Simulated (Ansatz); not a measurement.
Geometry optimisation, Ansatz 0.2.0, RKS PBE/def2-SVP.

input.yaml

```yaml
crystal:
  periodic: [false, false, false]
  atoms:
    - { symbol: F, position_ang: [1.59177, -0.29536, 1.81322] }
    - { symbol: Al, position_ang: [0.66127, -0.51844, 0.37163] }
    - { symbol: F, position_ang: [0.98411, -2.20751, 0.15313] }
    - { symbol: Si, position_ang: [-0.42769, 1.06208, -0.98329] }
    - { symbol: H, position_ang: [-1.5842, 0.18697, -1.46331] }
    - { symbol: H, position_ang: [-1.22527, 1.77226, 0.10862] }
total_charge: -1
basis:
  gaussian: { orbitals: def2-SVP }
hamiltonian:
  xc: pbe
relax:
  f_tol: 0.015
  max_steps: 40
```

Run as:

```bash
$ ansatz run input.yaml --threads 1 --pin off --max-ram 2048MiB --backend cpu --events-out ev --progress --plain --runs-dir out
```

Q: Where does it end, and by what steps?

A: The run converged. Limits of this set-up: an anion without diffuse functions, the dipole of an ion depends on the origin. After 6 steps the energy has fallen by 0.117 eV; H5 moved furthest, 0.14 Å.

| step | energy less start (eV) | largest force component (eV/Å) | accepted |
| --- | --- | --- | --- |
| 0 | 0.0000 | 1.027 | yes |
| 1 | -0.0247 | 1.241 | yes |
| 2 | -0.0565 | 0.668 | yes |
| 3 | -0.1118 | 0.083 | yes |
| 4 | -0.1137 | 0.039 | yes |
| 5 | -0.1163 | 0.032 | yes |
| 6 | -0.1165 | 0.011 | yes |

```xyz
6
Properties=species:S:1:pos:R:3
F 1.486 -0.213 1.846
Al 0.634 -0.531 0.391
F 0.954 -2.179 0.036
Si -0.403 1.091 -1.070
H -1.561 0.091 -1.358
H -1.110 1.742 0.155
```

Whether the end is a true minimum wasn't checked by a vibrational analysis.

The run took 9.5 s on 1 thread of Intel(R) Xeon(R) Platinum 8559C (Emerald Rapids) (shared host), peak memory 0.17 GiB.
